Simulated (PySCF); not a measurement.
## The 11-electron isoelectronic series, non-relativistic

All values are computed (PySCF 2.14, energy differences of UHF-based or UKS calculations, no spin-orbit coupling). Each ion has its own even-tempered basis scaled to its charge (16s10p4d4f for the first); frozen: 1s2. Ionisation energies in eV, correlation energies of the ion in mhartree.

| ion | configuration | UHF | LDA | PBE | PBE0 | r2SCAN | MP2 (outer shells) | CCSD (outer shells) | E_corr MP2 | E_corr CCSD(T) | NIST (with spin-orbit, Breit and QED) |
| --- | --- | --- | --- | --- | --- | --- | --- | --- | --- | --- | --- |
| Sn³⁹⁺ | [Ne] 3s1 (2S) | 2674.3 | 2676.9 | 2679.5 | 2678.3 | 2673.5 | 2674.9 | 2674.9 | -317.1 | -318.7 | 2762.49 ± 0.08 (s) |
| Te⁴¹⁺ | [Ne] 3s1 (2S) | 2935.2 | 2937.9 | 2940.6 | 2939.4 | 2934.4 | 2935.9 | 2935.9 | -317.4 | -319.0 | 3041 ± 0.5 (s) |
| Xe⁴³⁺ | [Ne] 3s1 (2S) | 3208.3 | 3211.1 | 3214.0 | 3212.7 | 3207.4 | 3209.0 | 3209.0 | -317.7 | -319.3 | 3333.8 ± 0.5 (s) |
| Ba⁴⁵⁺ | [Ne] 3s1 (2S) | 3493.5 | 3496.3 | 3499.4 | 3498.0 | 3492.5 | 3494.1 | 3494.1 | -318.0 | -319.5 | 3640 ± 4 (t) |
| Ce⁴⁷⁺ | [Ne] 3s1 (2S) | 3790.7 | 3793.6 | 3796.8 | 3795.4 | 3789.6 | 3791.4 | 3791.4 | -318.3 | -319.7 | 3963 ± 4 (t) |
| Nd⁴⁹⁺ | [Ne] 3s1 (2S) | 4100.0 | 4103.0 | 4106.3 | 4104.9 | 4098.8 | 4100.7 | 4100.7 | -318.5 | -319.9 | 4302 ± 4 (t) |
| Sm⁵¹⁺ | [Ne] 3s1 (2S) | 4421.4 | 4424.4 | 4428.0 | 4426.4 | 4420.2 | 4422.1 | 4422.1 | -318.8 | -320.1 | 4655 ± 4 (t) |
| Gd⁵³⁺ | [Ne] 3s1 (2S) | 4754.9 | 4758.0 | 4761.7 | 4760.1 | 4753.6 | 4755.6 | 4755.6 | -319.0 | -320.3 | 5025 ± 5 (t) |
| Dy⁵⁵⁺ | [Ne] 3s1 (2S) | 5100.5 | 5103.6 | 5107.5 | 5105.8 | 5099.1 | 5101.1 | 5101.2 | -319.2 | -320.4 | 5412 ± 5 (t) |
| Er⁵⁷⁺ | [Ne] 3s1 (2S) | 5458.1 | 5461.3 | 5465.4 | 5463.7 | 5456.7 | 5458.8 | 5458.8 | -319.4 | -320.6 | 5815 ± 6 (t) |

Each ion has its own basis, which adds noise of up to about 0.1 % along the series.

NIST values marked (s) are semi-empirical, (t) theoretical. Open shells are high-spin determinants of the terms that Hund's rules give.

All relativistic terms are absent from the calculated values; where these lie close to NIST, scalar and spin-orbit shifts of opposite sign can cancel.
